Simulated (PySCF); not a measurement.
Hg (SMILES [Hg]), singlet (core potentials on Hg); TPSS/def2-TZVP run with PySCF.

The PySCF input:
```python
from pyscf import gto, scf, dft

mol = gto.Mole()
mol.atom = '''
    Hg    0.000000    0.000000    0.000000
'''
mol.basis = 'def2-tzvp'
mol.ecp = {'Hg': 'def2-tzvp'}
mol.charge = 0
mol.spin = 0
mol.verbose = 4
mol.build()

mf = dft.RKS(mol)
mf.xc = 'tpss'
mf.grids.level = 2
mf.kernel()
```

Q: Write the output that PySCF gives for this input, abridged.

A: 
```
PySCF version 2.14.0

[INPUT] verbose = 4
[INPUT] num. atoms = 1
[INPUT] num. electrons = 20
[INPUT] charge = 0
[INPUT] spin (= nelec alpha-beta = 2S) = 0
[INPUT] symmetry False subgroup None
[INPUT] Mole.unit = angstrom
[INPUT] Symbol           X                Y                Z      unit          X                Y                Z       unit  Magmom
[INPUT]  1 Hg     0.000000000000   0.000000000000   0.000000000000 AA    0.000000000000   0.000000000000   0.000000000000 Bohr   0.0

nuclear repulsion = 0
number of shells = 15
number of NR pGTOs = 69
number of NR cGTOs = 43
basis = def2-tzvp
ecp = {'Hg': 'def2-tzvp'}

******** <class 'pyscf.dft.rks.RKS'> ********
method = RKS
initial guess = minao
damping factor = 0
level_shift factor = 0
DIIS = <class 'pyscf.scf.diis.CDIIS'>
diis_start_cycle = 1
diis_space = 8
diis_damp = 0
SCF conv_tol = 1e-09
SCF conv_tol_grad = None
SCF max_cycles = 50
direct_scf = True
direct_scf_tol = 1e-13
XC library pyscf.dft.libxc version 7.1.2
    S. Lehtola, C. Steigemann, M. J. T. Oliveira, and M. A. L. Marques,  SoftwareX 7, 1–5 (2018)
XC functionals = tpss
    J. Tao, J. P. Perdew, V. N. Staroverov, and G. E. Scuseria,  Phys. Rev. Lett. 91, 146401 (2003)
    J. P. Perdew, J. Tao, V. N. Staroverov, and G. E. Scuseria,  J. Chem. Phys. 120, 6898 (2004)
    J. Tao, J. P. Perdew, V. N. Staroverov, and G. E. Scuseria,  Phys. Rev. Lett. 91, 146401 (2003)
    J. P. Perdew, J. Tao, V. N. Staroverov, and G. E. Scuseria,  J. Chem. Phys. 120, 6898 (2004)
radial grids:
    Treutler-Ahlrichs [JCP 102, 346 (1995); DOI:10.1063/1.469408] (M4) radial grids

becke partition: Becke, JCP 88, 2547 (1988); DOI:10.1063/1.454033
pruning grids: <function nwchem_prune>
grids dens level: 2
symmetrized grids: False
atomic radii adjust function: <function treutler_atomic_radii_adjust>
small_rho_cutoff = 0
Set gradient conv threshold to 3.16228e-05
Initial guess from minao.
tot grids = 15416
init E= -135.275046173774
  HOMO = -0.832569681338589  LUMO = -0.466790447456473  gap/eV = 9.95336
cycle= 1 E= -152.748140013423  delta_E= -17.5  |g|= 2.09  |ddm|= 9.58

WARN: HOMO 0.0455011141578544 == LUMO 0.045501114157855

cycle= 2 E= -142.483277113542  delta_E= 10.3  |g|= 5.26  |ddm|= 6.83
  HOMO = -0.457560729341104  LUMO = -0.161971143104958  gap/eV = 8.04340
cycle= 3 E= -153.376004855701  delta_E= -10.9  |g|= 0.662  |ddm|= 5.46
  HOMO = -0.231894902239492  LUMO = -0.0240159171331484  gap/eV = 5.65668
cycle= 4 E= -153.476723031383  delta_E= -0.101  |g|= 0.0756  |ddm|= 1.83
  HOMO = -0.245866464254268  LUMO = -0.0311563293409114  gap/eV = 5.84256
cycle= 5 E= -153.477916084632  delta_E= -0.00119  |g|= 0.000655  |ddm|= 0.134
  HOMO = -0.246419719246663  LUMO = -0.031636048717586  gap/eV = 5.84456
cycle= 6 E= -153.477916249311  delta_E= -1.65e-07  |g|= 0.000136  |ddm|= 0.00351
  HOMO = -0.246391936991232  LUMO = -0.0316165974304092  gap/eV = 5.84433
cycle= 7 E= -153.477916252763  delta_E= -3.45e-09  |g|= 7.4e-06  |ddm|= 0.000199
  HOMO = -0.246391031306344  LUMO = -0.0316160259976293  gap/eV = 5.84433
cycle= 8 E= -153.477916252773  delta_E= -9.78e-12  |g|= 3.83e-07  |ddm|= 1.06e-05
  HOMO = -0.246391030935047  LUMO = -0.0316160444957926  gap/eV = 5.84433
Extra cycle  E= -153.477916252773  delta_E=    0  |g|= 4.69e-07  |ddm|= 8.76e-07
converged SCF energy = -153.477916252773
```
